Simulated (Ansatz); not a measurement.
Consider the substitution at a C–C bond: `SCCCS` + `[NH2][GeH3]` → `SC[NH][GeH3]` + `CCS`.

Isolated molecules relaxed with PBE0-D4/def2-TZVP in Ansatz; ΔE leaves out vibrations. CBS: MP2 limit from def2 TZ/QZ plus the TZ coupled-cluster correction, frozen cores. DFT in def2-TZVPP. B3LYP here is the variant with VWN-RPA as its local correlation; programs differ in this. For Ge outer-core shells are correlated without core-valence functions, which leaves a few kJ/mol of doubt a bond. Scalar relativity is left out up to krypton. One conformer a species, not always the lowest.

`SCCCS`:

Cartesian coordinates in Å:
```
S 1.748 -0.921 1.369
C -0.050 -0.696 1.266
C -0.565 -0.252 -0.093
C -0.071 1.123 -0.501
S -0.696 1.681 -2.106
H 1.822 -1.963 0.525
H -0.273 0.057 2.027
H -0.538 -1.619 1.582
H -0.273 -0.987 -0.851
H -1.660 -0.249 -0.073
H 1.018 1.164 -0.497
H -0.424 1.878 0.207
H -0.036 0.783 -2.855
```

`[NH2][GeH3]`:

Cartesian coordinates in Å:
```
N -1.121 0.228 -0.203
Ge 0.671 -0.174 -0.054
H -1.718 -0.368 0.355
H -1.341 1.189 0.022
H 1.421 0.783 -0.993
H 1.247 -0.023 1.375
H 0.841 -1.633 -0.502
```

`SC[NH][GeH3]`:

Z-matrix (Å, degrees):
```
C
N 1 1.427
S 1 1.843 2 117.8
H 1 1.093 2 110.7 3 -117.8
H 1 1.091 2 109.8 3 124.0
Ge 2 1.844 1 119.9 3 -76.7
H 2 1.011 1 111.8 3 60.1
H 3 1.343 1 96.9 2 69.4
H 6 1.536 2 106.0 1 -55.7
H 6 1.546 2 113.7 1 64.0
H 6 1.533 2 106.5 1 -175.1
```

`CCS`:

Cartesian coordinates in Å:
```
C 0.626 -0.079 0.728
C -0.635 -0.243 -0.094
S -0.394 -0.011 -1.876
H 1.405 -0.763 0.388
H 0.425 -0.278 1.784
H 1.017 0.938 0.648
H -1.023 -1.261 -0.010
H -1.425 0.427 0.248
H 0.005 1.270 -1.817
```

Question: Is it downhill or uphill in electronic energy at CCSD(T)/CBS, and by how much? (Best estimate.)

Answer: Ansatz gave: Uphill: ΔE = +27.0 kJ/mol.

Question: What do these levels give: PBE0-D4, ωB97X-V, ωB97M-V, B2PLYP, PBE, B3LYP, HF/def2-TZVPP, MP2/def2-TZVPP, CCSD/def2-TZVPP, CCSD(T)/def2-TZVPP, HF/def2-QZVPP, MP2/CBS(def2)? (Best estimate.)

Answer: Computed: PBE0-D4 23.2, ωB97X-V 25.1, ωB97M-V 26.3, B2PLYP 23.0, PBE 18.7, B3LYP 19.5, HF/def2-TZVPP 25.6, MP2/def2-TZVPP 29.0, CCSD/def2-TZVPP 27.5, CCSD(T)/def2-TZVPP 26.7, HF/def2-QZVPP 25.4, MP2/CBS(def2) 29.3 kJ/mol.

Largest T1 diagnostic among the species: 0.011.

From PBE to PBE0 (25 % exact exchange), in def2-TZVPP and without D4, ΔE moves by +4.4 kJ/mol.
